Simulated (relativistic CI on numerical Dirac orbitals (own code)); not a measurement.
# d7 in a ligand field

Computed with a parametric ligand-field model of a d^n configuration (Racah B and C, spin-orbit zeta, crystal field), exact diagonalisation.

Field parameters in Wybourne normalisation: Oh B⁴₀ = 21Dq, B⁴₄ = √(5/14) B⁴₀. The field is a parameter set, without covalency.

(1) Ground term and bands for B = 590, C = 2570, ζ = 0 cm⁻¹, Oh, 10Dq = 12390 cm⁻¹?

(2) Ground term and bands for B = 590, C = 2570, ζ = 0 cm⁻¹, Oh, 10Dq = 11210 cm⁻¹?

(3) Ground term and bands for B = 590, C = 2570, ζ = 0 cm⁻¹, Oh, 10Dq = 10030 cm⁻¹?

(4) Ground term and bands for B = 590, C = 2570, ζ = 0 cm⁻¹, Oh, 10Dq = 15930 cm⁻¹?

(5) Ground term and bands for B = 590, C = 2570, ζ = 0 cm⁻¹, Oh, 10Dq = 4130 cm⁻¹?

## Answers

(1) Ground term 2E with 1.05 electrons in the two orbitals of the cubic e set. Spin-allowed: 2T1 10800 cm⁻¹ (926 nm), 2T2 11285 cm⁻¹ (886 nm), 2T1 14495 cm⁻¹ (690 nm), 2T2 21152 cm⁻¹ (473 nm). Lowest spin-forbidden: 4T1 177 cm⁻¹, 4T2 11479 cm⁻¹ (871 nm), 4T1 19241 cm⁻¹ (520 nm).

(2) Ground term 4T1 with 2.04 electrons in the two orbitals of the cubic e set. Spin-allowed: 4T2 10167 cm⁻¹ (984 nm), 4T1 17973 cm⁻¹ (556 nm), 4A2 21377 cm⁻¹ (468 nm). Lowest spin-forbidden: 2E 981 cm⁻¹, 2T1 10654 cm⁻¹ (939 nm), 2T2 11114 cm⁻¹ (900 nm).

(3) Ground term 4T1 with 2.05 electrons in the two orbitals of the cubic e set. Spin-allowed: 4T2 9038 cm⁻¹ (1106 nm), 4T1 16895 cm⁻¹ (592 nm), 4A2 19068 cm⁻¹ (524 nm). Lowest spin-forbidden: 2E 2136 cm⁻¹, 2T1 10688 cm⁻¹ (936 nm), 2T2 11117 cm⁻¹ (900 nm).

(4) Ground term 2E with 1.04 electrons in the two orbitals of the cubic e set. Spin-allowed: 2T1 14208 cm⁻¹ (704 nm), 2T2 14749 cm⁻¹ (678 nm), 2T1 18085 cm⁻¹ (553 nm), 2T2 26220 cm⁻¹ (381 nm). Lowest spin-forbidden: 4T1 3663 cm⁻¹ (2730 nm), 4T2 18398 cm⁻¹ (544 nm), 4T1 26052 cm⁻¹ (384 nm).

(5) Ground term 4T1 with 2.10 electrons in the two orbitals of the cubic e set. Spin-allowed: 4T2 3540 cm⁻¹ (2825 nm), 4A2 7670 cm⁻¹ (1304 nm), 4T1 11800 cm⁻¹ (847 nm). Lowest spin-forbidden: 2E 7798 cm⁻¹ (1282 nm), 2T1 10868 cm⁻¹ (920 nm), 2T2 10988 cm⁻¹ (910 nm).
